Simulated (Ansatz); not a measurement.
System: GeH$_{2}$F$_{2}$, charge 0, singlet. GeH2F2 (difluorogermane, SMILES [F][GeH2][F]).
B3LYP-D3(BJ)/def2-TZVP minimum from Ansatz (an electronic-structure program):
```
Ge
F 1 1.7356
F 1 1.7356 2 105.01
H 1 1.5281 2 107.82 3 114.77
H 1 1.5281 4 119.63 3 123.55
```
Charge 0, spin multiplicity 1.

Property: atomisation energy (electronic, to ground-state atoms), in kcal/mol. Radicals and triplets start from unrestricted determinants; spin-orbit coupling is neglected. Cores are frozen in correlated methods (noble-gas shells, and filled d and f shells in the p block). No relativity. CBS(X,Y): correlation extrapolated as X^-3, Hartree-Fock from the larger set (Q,5: extrapolated as (X+1)exp(-9√X)). A bracket is a step between two methods taken in the basis named. Where a partner has so few electrons that a lower coupled-cluster level is exact, that level stands in.

CCSD(T)/CBS(cc-pVQZ,cc-pV5Z) + [CCSDT(Q) - CCSD(T)]/cc-pVTZ (Ansatz) gives 385.1 kcal/mol.

How far off this value is PBE/def2-TZVPD (Ansatz), in which direction, and how far these levels: r2SCAN/def2-TZVPD, B3LYP/def2-TZVPD, PBE0/def2-TZVPD, wB97M-V/def2-TZVPD, CCSD(T)/CBS(cc-pVQZ,cc-pV5Z)?

PBE gives 379.0 kcal/mol, 6.1 kcal/mol below it. Differences of the others: r2SCAN/def2-TZVPD (Ansatz) -6.4; B3LYP/def2-TZVPD (Ansatz) -13.6; PBE0/def2-TZVPD (Ansatz) -16.4; wB97M-V/def2-TZVPD (Ansatz) -9.4; CCSD(T)/CBS(cc-pVQZ,cc-pV5Z) (Ansatz) 0.0 kcal/mol.
